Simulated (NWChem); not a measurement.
System meant: C2H3Cl2F; SMILES CC(F)(Cl)Cl

NWChem input:

```
start job
memory heap 200 mb stack 900 mb global 1100 mb
geometry units angstroms noautoz
  C     -1.319381    -1.111717     0.000000
  C     -0.342758     0.033215     0.000000
  F     -1.000098     1.202752     0.000000
  Cl     0.689234    -0.012536     1.454628
  Cl     0.689234    -0.012536    -1.454628
  H     -1.949254    -1.041749    -0.897822
  H     -0.785487    -2.069463     0.000000
  H     -1.949254    -1.041749     0.897822
end
basis spherical
  * library def2-svp
end
dft
  odft
  mult 2
  xc b3lyp
  iterations 150
  mulliken
end
task dft energy
```

End of the output:

```
                                 NWChem DFT Module
                                 -----------------

 Summary of "ao basis" -> "ao basis" (spherical)
 ------------------------------------------------------------------------------
       Tag                 Description            Shells   Functions and Types
 ---------------- ------------------------------  ------  ---------------------
 C                          def2-svp                 6       14   3s2p1d
 F                          def2-svp                 6       14   3s2p1d
 Cl                         def2-svp                 8       18   4s3p1d
 H                          def2-svp                 3        5   2s1p

 Summary of "ao basis" -> "ao basis" (spherical)
 ------------------------------------------------------------------------------
       Tag                 Description            Shells   Functions and Types
 ---------------- ------------------------------  ------  ---------------------
 C                          def2-svp                 6       14   3s2p1d
 F                          def2-svp                 6       14   3s2p1d
 Cl                         def2-svp                 8       18   4s3p1d
 H                          def2-svp                 3        5   2s1p

      Symmetry analysis of basis
      --------------------------

        a'         57
        a"         36

  number of electrons :                   58
  multiplicity        :                    2
 ------------------------------------------------------------------------
  no. of electrons and multiplicity not compatible                  58
 ------------------------------------------------------------------------
 ------------------------------------------------------------------------
  current input line :
    23: task dft energy
 ------------------------------------------------------------------------
 ------------------------------------------------------------------------
 There is an error in the input file
 ------------------------------------------------------------------------
 For more information see the NWChem manual at https://nwchemgit.github.io

0: no. of electrons and multiplicity not compatible:Received an Error in Communication
```

Task: Can this run be used? If not, why, and what is the fix?

Result: The program refused the input. Cause: the multiplicity doesn't fit the number of electrons (an even count wants an odd multiplicity, and the reverse). This input runs:
```
start job
memory heap 200 mb stack 900 mb global 1100 mb
geometry units angstroms noautoz
  C     -1.319381    -1.111717     0.000000
  C     -0.342758     0.033215     0.000000
  F     -1.000098     1.202752     0.000000
  Cl     0.689234    -0.012536     1.454628
  Cl     0.689234    -0.012536    -1.454628
  H     -1.949254    -1.041749    -0.897822
  H     -0.785487    -2.069463     0.000000
  H     -1.949254    -1.041749     0.897822
end
basis spherical
  C library def2-svp
  F library def2-svp
  Cl library def2-svp
  H library def2-svp
end
dft
  xc b3lyp
  iterations 150
  mulliken
end
task dft energy
```
It converges to -1097.85810 Ha (B3LYP/def2-SVP).
